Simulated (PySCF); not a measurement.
Job file and geometry (Å, from GFN2-xTB) of an NMR shielding run on `CC(C)[Si@H](C)CC(N)=O`, C₆H₁₅NOSi, GIAO PBE0/pcSseg-1 NMR shielding, non-relativistic, gas phase in PySCF; density fitting, a coarse starting grid and PySCF grid level 2 are the driver's defaults:

```
$ OMP_NUM_THREADS=1 python probes_run.py task.json out

{"job": {"kind": "nmr", "xc": "PBE0", "basis": "pcSseg-1"}, "charge": 0, "multiplicity": 1}
C     -2.065727     0.024328     1.579820
C     -0.994394    -0.525596     0.639257
C     -1.638647    -1.101959    -0.621636
Si     0.321690     0.799552     0.231420
C     -0.464430     2.384246    -0.466975
C      1.584670     0.163100    -1.064667
C      2.031672    -1.220497    -0.710453
N      3.045040    -1.270892     0.192079
O      1.526453    -2.229612    -1.153360
H     -1.620323     0.413789     2.492663
H     -2.619510     0.828861     1.101004
H     -2.773743    -0.757311     1.851120
H     -0.495572    -1.354314     1.153408
H     -2.395951    -1.838764    -0.356060
H     -0.889527    -1.593801    -1.236550
H     -2.121323    -0.321328    -1.206853
H      1.075339     1.120037     1.465030
H     -1.046958     2.180740    -1.361036
H      0.290218     3.119502    -0.728433
H     -1.127425     2.839969     0.260694
H      1.118229     0.132661    -2.046835
H      2.435982     0.838829    -1.108815
H      3.444048    -0.442785     0.593221
H      3.368454    -2.168991     0.509512
```

Question: Write the output of this run.

Answer: 
```
coarse grid: 19592 points
cycle   1  E = -656.3264993897  dE =  9.442e-01  |g| = 9.406e-01  |ddm| = 4.210e+00
cycle   2  E = -655.8649870290  dE =  4.615e-01  |g| = 1.781e+00  |ddm| = 2.596e+00
cycle   3  E = -656.4985692527  dE = -6.336e-01  |g| = 2.934e-01  |ddm| = 2.010e+00
cycle   4  E = -656.5165072825  dE = -1.794e-02  |g| = 6.716e-02  |ddm| = 2.571e-01
cycle   5  E = -656.5173963291  dE = -8.890e-04  |g| = 1.817e-02  |ddm| = 5.614e-02
cycle   6  E = -656.5174660270  dE = -6.970e-05  |g| = 5.703e-03  |ddm| = 1.804e-02
cycle   7  E = -656.5174730732  dE = -7.046e-06  |g| = 1.195e-03  |ddm| = 5.406e-03
final grid: 181960 points
cycle   8  E = -656.5784663276  dE = -3.417e-05  |g| = 1.503e-02  |ddm| = 3.341e-02
cycle   9  E = -656.5783758725  dE =  9.046e-05  |g| = 2.648e-02  |ddm| = 3.010e-02
cycle  10  E = -656.5785115399  dE = -1.357e-04  |g| = 3.373e-03  |ddm| = 2.078e-02
cycle  11  E = -656.5785139688  dE = -2.429e-06  |g| = 2.237e-04  |ddm| = 2.829e-03
cycle  12  E = -656.5785139773  dE = -8.497e-09  |g| = 1.219e-04  |ddm| = 3.463e-04
cycle  13  E = -656.5785139807  dE = -3.447e-09  |g| = 3.080e-05  |ddm| = 1.289e-04
cycle  14  E = -656.5785139809  dE = -2.124e-10  |g| = 6.657e-06  |ddm| = 3.392e-05
converged SCF energy = -656.5785139809

GIAO shielding tensors (ppm)
atom      isotropic    diamagn.    paramagn.     s11        s22        s33       span
  0 C      166.898     248.148     -81.250    152.697    160.192    187.805     35.108
  1 C      171.137     253.185     -82.048    166.605    172.269    174.537      7.932
  2 C      169.030     250.553     -81.522    155.964    163.274    187.854     31.890
  3 Si     359.113     883.563    -524.450    330.960    365.467    380.913     49.953
  4 C      195.548     255.159     -59.611    191.389    195.123    200.133      8.744
  5 C      160.560     258.014     -97.455    140.911    145.765    195.003     54.092
  6 C       14.546     249.943    -235.396    -76.436     20.171     99.904    176.340
  7 N      152.522     324.718    -172.196     59.752    149.718    248.098    188.346
  8 O      -81.082     402.666    -483.748   -371.781   -182.966    311.502    683.282
  9 H       30.583      31.038      -0.456     25.659     28.375     37.714     12.056
 10 H       30.951      31.741      -0.790     26.521     30.346     35.987      9.466
 11 H       30.498      30.232       0.266     25.914     27.818     37.763     11.849
 12 H       30.561      35.539      -4.978     26.402     29.281     36.000      9.598
 13 H       30.756      31.591      -0.835     26.320     27.965     37.983     11.662
 14 H       29.462      33.179      -3.717     22.878     29.254     36.254     13.377
 15 H       31.153      33.261      -2.108     26.944     30.274     36.241      9.297
 16 H       27.335      32.824      -5.489     24.281     25.714     32.010      7.729
 17 H       31.621      32.795      -1.174     26.901     30.012     37.950     11.050
 18 H       31.762      30.874       0.887     26.816     29.029     39.439     12.623
 19 H       31.635      31.553       0.082     26.227     29.578     39.102     12.875
 20 H       29.975      33.872      -3.897     27.378     28.763     33.783      6.405
 21 H       29.984      32.940      -2.957     25.953     29.725     34.274      8.321
 22 H       27.019      33.563      -6.544     22.305     26.298     32.455     10.150
 23 H       27.308      30.751      -3.442     22.206     23.847     35.872     13.666
```

Question: Turn these shieldings into chemical shifts. δ = σ(ref) − σ, references computed at the same level: ¹³C (σref 186.93) and ²⁹Si (σref 349.16) and ¹H (σref 31.72) against TMS; NH3 for ¹⁵N (σref 267.73); ¹⁷O (σref 336.08) against H2O.

Answer: Averaging equivalent atoms: C 6: 172.4; C 5: 26.4; C 0: 20.0; C 2: 17.9; C 1: 15.8; C 4: -8.6; Si 3: -10.0; N 7: 115.2; O 8: 417.2; H 22: 4.70; H 23: 4.41; H 16: 4.38; H 20: 1.74; H 21: 1.73; H 13/14/15: 1.26; H 12: 1.16; H 9/10/11: 1.04; H 17/18/19: 0.04 ppm. Unscaled 17O shifts of doubly bonded oxygen tend to come out too high, by tens of ppm or more. Experimental scales use liquid or dissolved standards, which lie at an offset from isolated NH3 (liquid NH3: subtract about 20 ppm) and H2O (liquid H2O: subtract about 36 ppm).

Size and cost of the density-fitted run: 235 basis functions, 98 s wall time on 1 thread of an Arm Neoverse N1, shared host; peak memory 1.1 GiB.
